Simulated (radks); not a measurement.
Valence configurations of the calcium ion Ca+ (all share [Ar]). All-electron calculation, scalar-relativistic Kohn-Sham, PBE, spin-polarised, spherical densities, finite nucleus; open shells are filled with parallel spins first; Fermi nuclear charge, rms radius 3.4776 fm. Program: a radial shooting solver on a logarithmic mesh with Libxc functionals. Energies are relative to 4s1; eigenvalues in eV for spin up.

| valence | E (eV) | moment (Bohr magnetons) | e(3d) | e(4p) | e(4s) |
|---|---|---|---|---|---|
| 4s1 | 0.000 | 1 | - | - | -9.339 |
| 3d0.5 4s0.5 | 0.577 | 1 | -7.086 | - | -8.535 |
| 3d1 | 1.427 | 1 | -5.952 | - | - |
| 4s0.5 4p0.5 | 1.540 | 1 | - | -6.548 | -9.622 |
| 4p1 | 3.070 | 1 | - | -6.842 | - |

NIST lists [Ar] 4s1 as the ground configuration; this level of theory agrees among the configurations tried. The energies are those of spherical high-spin densities, not of single terms.
